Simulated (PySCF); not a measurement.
A structure optimised at PBE-D3(BJ)/def2-SVP, used in a PySCF frequency run:

```
In
I 1 2.6843
I 1 2.6843 2 120.00
I 1 2.6843 2 120.00 3 180.00
```
Charge 0, spin multiplicity 1.

Q: Write its SMILES, formula and point group.

A: [I][In]([I])[I], I3In, D3h

Q: What are its rotational constants (standard atomic weights)?

A: 0.36847, 0.36847, 0.18423 GHz
